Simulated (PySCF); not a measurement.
**Correlation energy of V²⁺ (vanadium, charge +2)**

[Ar] 3d2 4p1, one real determinant (an excited configuration). Computed with PySCF 2.14 in def2-QZVPPD (11s6p5d3f2g, 93 functions), with no relativity, point nucleus. Frozen: [Ar]; 3 electrons correlated.

```tsv
level	correlation energy (mhartree)
CCSD	-12.88
(T)	-0.31
CCSD(T)	-13.19
```

Diagnostics: T1 = 0.0076, D1 = 0.0142, largest double amplitude 0.132.

The real determinant used has ⟨L²⟩ near 14 against 20 for a pure G term, so it mixes terms.

Cost of the coupled-cluster step: roughly 7 core-seconds, for 3 correlated electrons.

The reference is one real determinant that mixes LS terms of this configuration.
